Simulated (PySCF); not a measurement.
# One molecule, several mistakes: BH3NOSi

All numbers below are calculated, not measured. They come from PySCF 2.14.0, an open-source quantum chemistry program, on an isolated molecule that a program drew, which may never have been made. The molecule is BH3NOSi (charge 0, doublet), drawn as the SMILES string `[BH]N[SiH]=O`.

Each row is a Hartree-Fock (HF) and frozen-core CCSD(T) single point in the cc-pV(D+d)Z basis, meant for a local HF minimum. Run 1 is clean. Each other run has one planted mistake out of seven kinds, and not every kind appears here: one electron removed, one electron added, multiplicity raised by two, geometry at a saddle point, minimal basis STO-3G, one bond length entered in bohr, all coordinates scaled. The reference is restricted for singlets and unrestricted otherwise, and also for a bond in bohr. Adding or removing an electron swaps singlet and doublet. Electrons count all cores. HOMO and LUMO are orbital energies over both spins, the gradient is its largest component, and the lowest frequency (negative if imaginary) is given only where the gradient is small. Bond lengths are over the 6 bonds as drawn. T1 is the CCSD diagnostic: over 0.02 (restricted) or 0.045 (unrestricted) a single reference is doubtful.

Geometry of the clean run:
```xyz
7
BH3NOSi, angstrom
B     0.2938    1.6722   -1.7144
N     0.5816    1.1782   -0.4286
Si   -0.5380    0.4676    0.6409
O    -0.1941   -0.0462    2.0010
H     1.0930    2.1686   -2.4524
H     1.5318    1.2446   -0.0978
H    -1.8524    0.4555   -0.0002
```

| run | electrons | basis functions | <S^2> | HOMO (eV) | LUMO (eV) | gradient (hartree/bohr) | lowest frequency (cm^-1) | mean bond (Å) | longest bond (Å) | T1 | HF (hartree) | CCSD(T) (hartree) | mistake |
|---|---|---|---|---|---|---|---|---|---|---|---|---|---|
| 1 | 37 | 80 | 0.754 | -9.75 | 2.09 | 2.4e-05 | 133 | 1.3786 | 1.704 | 0.0201 | -444.68946 | -445.23650 | no fault |
| 2 | 36 | 80 | 0.000 | -16.67 | -7.35 | 9.4e-02 | - | 1.3786 | 1.704 | 0.0250 | -444.37487 | -444.92364 | one electron removed |
| 3 | 37 | 27 | 1.144 | -6.05 | 7.80 | 8.0e-02 | - | 1.3786 | 1.704 | 0.0573 | -439.21532 | -439.43884 | minimal basis STO-3G |
| 4 | 37 | 80 | 0.880 | -8.85 | -0.15 | 1.6e-01 | - | 1.6312 | 3.219 | 0.0498 | -444.53391 | -445.11773 | one bond length entered in bohr |
| 5 | 38 | 80 | 0.000 | 0.31 | 7.27 | 7.5e-02 | - | 1.3786 | 1.704 | 0.0194 | -444.63177 | -445.21217 | ? |
| 6 | 37 | 80 | 0.754 | -9.39 | 2.64 | 2.2e-01 | - | 1.2614 | 1.559 | 0.0160 | -444.61151 | -445.13819 | ? |

**Which mistake was planted in run 5, and what did it cost?**

It counts 38 electrons, one more than the clean run, at the same geometry and basis. So the mistake is: one electron added. Subtracting run 1 and multiplying by 627.51 kcal/mol a hartree, the energy moved by 36.2 kcal/mol in HF and 15.3 kcal/mol in CCSD(T).

**Which mistake was planted in run 6, and what did it cost?**

The mean and the longest bond both change by the same factor, 0.915, and the gradient is no longer small. So the mistake is: all coordinates scaled. Subtracting run 1 and multiplying by 627.51 kcal/mol a hartree, the energy moved by 48.9 kcal/mol in HF and 61.7 kcal/mol in CCSD(T).

Cautions from the logs. Run 2: T1 is over the limit, so its CCSD(T) energy is less reliable; run 3: T1 is over the limit, so its CCSD(T) energy is less reliable; run 4: T1 is over the limit, so its CCSD(T) energy is less reliable; run 5: the HOMO is above zero, so the electron isn't bound and the energy depends on the basis.
